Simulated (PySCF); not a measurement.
# Fe⁺: ionisation energy

Fe⁺ [Ar] 3d6 4s1 (6D) → Fe²⁺ [Ar] 3d6 (5D), as a difference of total energies. Calculation: PySCF 2.14, in aug-cc-pVTZ-DK; the spin-free X2C one-electron Hamiltonian (Gaussian nucleus). Correlated levels: valence: [Ar] frozen. The calculations carry no spin-orbit coupling.

| method | ionisation energy (eV) | difference from reference (eV) |
| --- | --- | --- |
| UHF | 15.299 | -0.900 |
| MP2 (valence) | 15.918 | -0.281 |
| SCS-MP2 (valence) | 15.658 | -0.541 |
| CCSD (valence) | 15.937 | -0.262 |
| CCSD(T) (valence) | 15.977 | -0.222 |

Reference: 16.199 eV (measured; NIST Atomic Spectra Database, ionization energies).

The reference lies between the lowest fine-structure levels, while these numbers refer to the centres of the terms.

Errors of the correlated levels include the incompleteness of this basis and the frozen core.
